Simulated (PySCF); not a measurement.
C3H5BO3, SMILES O1CB(C1=O)CO.

Geometry: B3LYP-D3(BJ)/def2-SVP. The structure was generated by enumeration, and PubChem lists no compound with its InChIKey, so it may never have been made. The values are those of a single conformer.

Method: PySCF with TDA-B3LYP/def2-SVPD.

Vertical excitations. The molecule is in vacuum.

Problem. List the lowest excited states. (An estimate is asked for; the answer gives what the named calculation found.)

Solution. 
```json
[
 {"state": "S1", "energy (eV)": "3.28", "λ (nm)": "378", "f": "0.001", "main pairs": "HOMO→LUMO 98 %"},
 {"state": "S2", "energy (eV)": "4.05", "λ (nm)": "306", "f": "0.012", "main pairs": "HOMO−1→LUMO 95 %"},
 {"state": "S3", "energy (eV)": "5.04", "λ (nm)": "246", "f": "0.013", "main pairs": "HOMO−3→LUMO 48 %, HOMO−2→LUMO 46 %"},
 {"state": "S4", "energy (eV)": "5.12", "λ (nm)": "242", "f": "0.010", "main pairs": "HOMO−2→LUMO 48 %, HOMO−3→LUMO 46 %"},
 {"state": "S5", "energy (eV)": "6.12", "λ (nm)": "203", "f": "0.009", "main pairs": "HOMO−4→LUMO 55 %, HOMO−5→LUMO 39 %"},
 {"state": "S6", "energy (eV)": "6.40", "λ (nm)": "194", "f": "0.012", "main pairs": "HOMO−5→LUMO 56 %, HOMO−4→LUMO 41 %"},
 {"state": "S7", "energy (eV)": "6.64", "λ (nm)": "187", "f": "0.004", "main pairs": "HOMO→LUMO+1 90 %"},
 {"state": "S8", "energy (eV)": "6.91", "λ (nm)": "179", "f": "0.002", "main pairs": "HOMO−1→LUMO+1 42 %, HOMO→LUMO+2 32 %, HOMO−1→LUMO+2 18 %, HOMO→LUMO+1 7 %"},
 {"state": "S9", "energy (eV)": "6.98", "λ (nm)": "178", "f": "0.006", "main pairs": "HOMO→LUMO+2 53 %, HOMO−1→LUMO+1 33 %"},
 {"state": "S10", "energy (eV)": "7.14", "λ (nm)": "174", "f": "0.002", "main pairs": "HOMO→LUMO+4 74 %"},
 {"state": "T1", "energy (eV)": "2.71", "λ (nm)": "457", "f": "0", "main pairs": "HOMO→LUMO 95 %"},
 {"state": "T2", "energy (eV)": "3.74", "λ (nm)": "331", "f": "0", "main pairs": "HOMO−1→LUMO 92 %"},
 {"state": "T3", "energy (eV)": "3.92", "λ (nm)": "316", "f": "0", "main pairs": "HOMO−2→LUMO 96 %"},
 {"state": "T4", "energy (eV)": "4.75", "λ (nm)": "261", "f": "0", "main pairs": "HOMO−3→LUMO 90 %"}
]
```
Triplets are in the Tamm–Dancoff approximation.
